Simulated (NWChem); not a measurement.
Program: NWChem. System: Ga₂, charge 0, spin multiplicity 3, at a geometry optimised with UPBE0/def2-SVP. The structure started from a generated list of species. Its SCF solution wasn't tested for a lower state. Level: UB2PLYP/6-31G* (spherical d), 18 core orbitals frozen.

The NWChem input:

```
start mol
memory heap 200 mb stack 900 mb global 1100 mb
geometry units angstroms nocenter noautoz
  Ga     0.000000     0.000000     1.222654
  Ga     0.000000     0.000000    -1.222654
  symmetry group D2h
end
basis spherical
  * library 6-31g*
end
dft
  xc hfexch 0.53 becke88 0.47 lyp 0.73 mp2 0.27
  dftmp2
  odft
  mult 3
  semidirect memsize 60000000 filesize 0
  iterations 100
end
mp2
  freeze core 18
end
task dft energy
```

Part of the output:

```
             Northwest Computational Chemistry Package (NWChem) 7.3.0
             --------------------------------------------------------

                                NWChem Input Module
                                -------------------

 Scaling coordinates for geometry "geometry" by  1.889725989
 (inverse scale =  0.529177249)

 Turning off AUTOSYM since
 SYMMETRY directive was detected!

                             Geometry "geometry" -> ""
                             -------------------------

 Output coordinates in angstroms (scale by  1.889725989 to convert to a.u.)

  No.       Tag          Charge          X              Y              Z
 ---- ---------------- ---------- -------------- -------------- --------------
    1 Ga                  31.0000     0.00000000     0.00000000     1.22265400
    2 Ga                  31.0000     0.00000000     0.00000000    -1.22265400

 Effective nuclear repulsion energy (a.u.)     207.9653509041

            Nuclear Dipole moment (a.u.)
            ----------------------------
        X                 Y               Z
 ---------------- ---------------- ----------------
     0.0000000000     0.0000000000     0.0000000000

      Symmetry information
      --------------------

 Group name             D2h
 Group number             26
 Group order               8
 No. of unique centers     1

      Symmetry unique atoms

     1


 Summary of "ao basis" -> "" (spherical)
 ------------------------------------------------------------------------------
       Tag                 Description            Shells   Functions and Types
 ---------------- ------------------------------  ------  ---------------------
 *                           6-31g*                   on all atoms

  dft_input: which_mp2 not specified, using semidirect MP2 by default.

                                 NWChem DFT Module
                                 -----------------

 Summary of "ao basis" -> "ao basis" (spherical)
 ------------------------------------------------------------------------------
       Tag                 Description            Shells   Functions and Types
 ---------------- ------------------------------  ------  ---------------------
 Ga                          6-31g*                 12       32   5s4p3d

 Summary of "ao basis" -> "ao basis" (spherical)
 ------------------------------------------------------------------------------
       Tag                 Description            Shells   Functions and Types
 ---------------- ------------------------------  ------  ---------------------
 Ga                          6-31g*                 12       32   5s4p3d

      Symmetry analysis of basis
      --------------------------

        ag         15
        au          3
        b1g         3
        b1u        15
        b2g         7
        b2u         7
        b3g         7
        b3u         7

            General Information
            -------------------
          SCF calculation type: DFT
          Wavefunction type:  spin polarized.
          No. of atoms     :     2
          No. of electrons :    62
           Alpha electrons :    32
            Beta electrons :    30
          Charge           :     0
          Spin multiplicity:     3
          Use of symmetry is: on ; symmetry adaption is: on
          Maximum number of iterations: 100
          AO basis - number of functions:    64
                     number of shells:    24
          Convergence on energy requested:  1.00D-06
[...]
 overlap   1.000  1.000  1.000  1.000  1.000  1.000  1.000  1.000  1.000  1.000

   alpha     11     12     13     14     15     16     17     18     19     20
    beta     11     12     13     14     15     16     17     18     19     21
 overlap   1.000  1.000  1.000  1.000  1.000  1.000  1.000  1.000  1.000  1.000

   alpha     21     22     23     24     25     26     27     28     29     30
    beta     20     24     25     22     23     27     28     26     29     30
 overlap   1.000  1.000  1.000  1.000  1.000  1.000  1.000  1.000  0.998  0.999

   alpha     31     32     33     34     35     36     37     38     39     40
    beta     32     33     31     35     34     36     37     38     39     40
 overlap   0.992  0.992  0.999  0.994  0.994  0.999  0.980  0.980  0.992  0.992

   alpha     41     42     43     44     45     46     47     48     49     50
    beta     41     43     42     44     46     45     48     47     50     49
 overlap   1.000  0.994  0.994  0.999  0.999  0.999  1.000  1.000  1.000  1.000

   alpha     51     52     53     54     55     56     57     58     59     60
    beta     51     53     52     54     56     55     58     57     60     59
 overlap   1.000  1.000  1.000  1.000  1.000  1.000  1.000  1.000  1.000  1.000

   alpha     61     62     63     64
    beta     61     62     63     64
 overlap   1.000  1.000  1.000  1.000

     --------------------------
     Expectation value of S2:
     --------------------------
      <S2> =      2.0060 (Exact =     2.0000)

 center of mass
 --------------
 x =   0.00000000 y =   0.00000000 z =   0.00000000

 moments of inertia (a.u.)
 ------------------
         735.895248313686           0.000000000000           0.000000000000
           0.000000000000         735.895248313686           0.000000000000
           0.000000000000           0.000000000000           0.000000000000

     Multipole analysis of the density
     ---------------------------------

     L   x y z        total         alpha         beta         nuclear
     -   - - -        -----         -----         ----         -------
     0   0 0 0     -0.000000    -32.000000    -30.000000     62.000000

     1   1 0 0     -0.000000     -0.000000     -0.000000      0.000000
     1   0 1 0     -0.000000     -0.000000     -0.000000      0.000000
     1   0 0 1      0.000000     -0.000000      0.000000      0.000000

     2   2 0 0    -26.939999    -18.415435     -8.524565      0.000000
     2   1 1 0     -0.000000     -0.000000      0.000000      0.000000
     2   1 0 1     -0.000000      0.000000     -0.000000      0.000000
     2   0 2 0    -26.939999    -18.415435     -8.524565      0.000000
     2   0 1 1     -0.000000     -0.000000      0.000000      0.000000
     2   0 0 2    -21.206095   -181.410199   -170.771899    330.976003

                   NWChem MP2 Semi-direct Energy/Gradient Module
                   ---------------------------------------------

  Basis functions       =     64
  Molecular orbitals    =     64
  Frozen core           =     18
  Frozen virtuals       =      0
  Active alpha occupied =     14
  Active beta occupied  =     12
  Active alpha virtual  =     32
  Active beta virtual   =     34
  Use MO symmetry       = T
  Use skeleton AO sym   = T

  AO/Fock/Back tols     =   1.0D-09  1.0D-09  1.0D-09

 GA uses MA = F    GA memory limited = T

 Available:
  local mem=  4.43D+07
 global mem=  1.44D+08
 local disk=  0.00D+00
  mp2_memr nvloc                    32
  nvloc new                    32
   1 passes of  14:        3145728                      19779                   3019968.
   1 passes of  14: M     44323149           G      144171008           F      41177421.

 Semi-direct pass number   1 of   1  for UHF alpha       at        1.9s
  vrange nnbf                  1978
  mp2_eaftype                    11  avail_ma_in_mb                   386
 EAF : mp2_eaftype filesize          11    1509984.
  mp2_eaf for mointskh                     11
Node 0 wrote      7.1 Mb in      0.0 s     Agg I/O rate:  1262.4 Mb/s
 Done moints_semi at        4.8s
  mp2_eaftype                    11  avail_ma_in_mb                   386
 EAF : mp2_eaftype filesize          11    1509984.
  mp2_eaf for kh                    11
 Done maket at        4.9s
 Done multipass loop at        4.9s

 GA uses MA = F    GA memory limited = T

 Available:
  local mem=  4.43D+07
 global mem=  1.44D+08
 local disk=  0.00D+00
  mp2_memr nvloc                    34
  nvloc new                    34
   1 passes of  12:        3145728                      18759                   2750960.
   1 passes of  12: M     44323149           G      144171008           F      41177421.

 Semi-direct pass number   1 of   1  for UHF beta        at        4.9s
  vrange nnbf                  1978
  mp2_eaftype                    10  avail_ma_in_mb                   386
 EAF : mp2_eaftype filesize          10    1375480.
  mp2_eaf for mointskh                     10
Node 0 wrote      6.5 Mb in      0.0 s     Agg I/O rate:  3344.0 Mb/s
 Done moints_semi at        7.1s
  mp2_eaftype                    10  avail_ma_in_mb                   386
 EAF : mp2_eaftype filesize          10    1375480.
  mp2_eaf for kh                    10
 Done maket at        7.1s
 Done multipass loop at        7.1s

          -------------------------------------------
          DFT energy                   -3848.243334311866
          Unscaled MP2 energy             -0.549067098053
          Total DFT+MP2 energy         -3848.391582428340
          -------------------------------------------

 -----------------------
 Performance information
 -----------------------

 Timer overhead =  1.48D-07 seconds/call

               Nr. of calls         CPU time (s)                 Wall time (s)                GFlops
             ---------------    -------------------     ------------------------------   -------------------
Name         Min   Avg   Max    Min     Avg     Max     Min     Avg     Max   Mx/calls   Min     Max     Sum
mp2: moin     2     2     2    5.1     5.1     5.1      5.1     5.1     5.1     2.6      0.0     0.0     0.0
mp2: make     2     2     2   6.56E-2 6.56E-2 6.56E-2  6.56E-2 6.56E-2 6.56E-2 3.28E-2   0.0     0.0     0.0
mp2: tota     1     1     1    5.2     5.2     5.2      5.2     5.2     5.2     5.2      0.0     0.0     0.0

 The average no. of pstat calls per process was 5.00D+00
 with a timing overhead of 7.39D-07s

 Task  times  cpu:        7.1s     wall:        7.1s

 Total times  cpu:        7.1s     wall:        7.1s
```
